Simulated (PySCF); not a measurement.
Compound: C₆H₆ClO₂ (charge -1).
Geometry (GFN2-xTB, Å), atoms numbered from 1 in this order:
```
atom  x, y, z in Å
C1     2.082    0.209   -0.711
C2     0.836   -0.164   -0.970
C3    -0.242   -0.230    0.020
C4    -0.710   -1.729    0.445
O5    -1.484   -1.738    1.401
O6    -0.248   -2.634   -0.238
C7    -0.393    0.818    1.087
C8    -1.388    0.720   -0.022
Cl9   -1.434    2.027   -1.209
H10    2.853    0.191   -1.465
H11    2.384    0.538    0.271
H12    0.571   -0.516   -1.960
H13   -0.719    0.484    2.063
H14    0.278    1.667    1.088
H15   -2.390    0.365    0.179
```

Definitions: NICS(0) = −σiso at the ring centroid; NICS(1) = −σiso and NICS(1)zz = −σzz at ±1 Å along the ring normal z. Level: GIAO PBE0/pcSseg-1 (PySCF, non-relativistic, gas phase) on the GFN2-xTB geometry, one conformer.

Ring bond lengths (Å), with Mayer bond orders in brackets: C3–C7 1.503 (0.93), C7–C8 1.493 (0.94), C8–C3 1.489 (0.90).

Question: Give the NICS values of each ring in ppm.

Answer: 
```json
{"ring": "C3–C7–C8", "type": "3-membered carbocycle; formal bonds all single", "NICS(0)": "-40.4", "NICS(1), two faces": "-8.6 / -8.5", "NICS(1)zz, two faces": "-27.2 / -16.6", "rms pucker (Å)": "0.00", "centre to ring atoms, mean (Å)": "0.86"}
```

Question: What do they say, and how far can they be read as aromaticity?

Answer: 
- C3–C7–C8: mean NICS(1)zz -21.9 ppm, shielded. C3, C7, C8 have four or more neighbours, and the NICS criterion for π rings isn't applied. A hydrogen on C7, outside the ring, lies only 1.43 Å from a NICS(1) probe, which then mostly feels that atom. The two faces differ by 10.6 ppm, so no symmetry operation interchanges them. NICS(0) lies 32 ppm below the mean NICS(1).

Question: How shielded are the nuclei of the rings and their hydrogens (means over atoms taken as equivalent)?

Answer: 
| atoms | environment | σ isotropic (ppm) |
| --- | --- | --- |
| C3 | sp3 carbon next to a carbonyl | 145.4 |
| C7 | three-membered-ring carbon | 166.2 |
| C8 | sp3 C–Cl carbon | 141.0 |
| H13 | methylene hydrogen | 30.26 |
| H14 | methylene hydrogen | 31.66 |
| H15 | methine hydrogen | 28.60 |
